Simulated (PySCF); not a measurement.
A geometry optimisation on `[B]([SbH2])(N)N`.

Method: PBE0-D3(BJ)/def2-SVP geometry optimisation, gas phase, def2 core potentials past Kr (PySCF 2.14.0). Start geometry: GFN2-xTB. The input is one job of a driver script: a line of settings, then coordinates in Å.

Input:
```
{"job": {"xc": "PBE0", "basis": "def2-SVP", "d3": "d3bj", "grid": 1, "maxiter": 30, "shake": 0.01, "kind": "geom"}, "charge": 0, "multiplicity": 1}
N     -0.596820     1.097190     0.186740
B     -0.206920    -0.176790    -0.125410
N     -1.151620    -1.138930    -0.534290
Sb     1.989740    -0.704970     0.022540
H     -1.577450     1.426160     0.135800
H      0.017140     1.845480     0.473330
H     -2.108900    -0.955590    -0.598840
H     -0.879850    -2.079910    -0.757590
H      2.086710    -0.155710     1.645090
H      2.478410     0.822140    -0.468410
```

Output:
```
step   0  E = -378.02528704  max force = 0.044646
step   1  E = -378.02768274  max force = 0.011305
step   2  E = -378.02850584  max force = 0.008089
step   3  E = -378.02934114  max force = 0.002826
step   4  E = -378.02953836  max force = 0.001654
step   5  E = -378.02961857  max force = 0.001228
step   6  E = -378.02965036  max force = 0.000916
step   7  E = -378.02967200  max force = 0.000528
step   8  E = -378.02968062  max force = 0.000246
optimisation converged
```

Energies in Eh; «max force» is the largest Cartesian gradient component in Eh/bohr.

**Question.** Give the first gradient maximum in eV/Å.

**Answer.** With 1 Eh/bohr = 51.422 eV/Å, 2.296 eV/Å.

Main results: final energy -378.02968 Eh after 8 steps; dipole 3.07 D.

**Question.** Where do the atoms end?

**Answer.** 0.068 Å rms from the input after alignment:
```
atom  x, y, z in Å
N1    -0.6291    1.1491    0.3047
B2    -0.2373   -0.1387   -0.1064
N3    -1.1589   -1.1488   -0.4506
Sb4    1.9769   -0.6775   -0.2542
H5    -1.5948    1.4456    0.3806
H6     0.0360    1.8619    0.5629
H7    -2.1638   -1.0289   -0.4078
H8    -0.8779   -2.0641   -0.7682
H9     2.2624   -0.3402    1.4059
H10    2.4384    0.9192   -0.6887
```

On one thread, Arm Neoverse V2 (aarch64), shared host with 96 logical CPUs at a one-minute load of 54, this took 30 s and 0.41 GiB of memory at its peak.
Labels such as C1 count atoms from 1, the log's own numbers from 0.
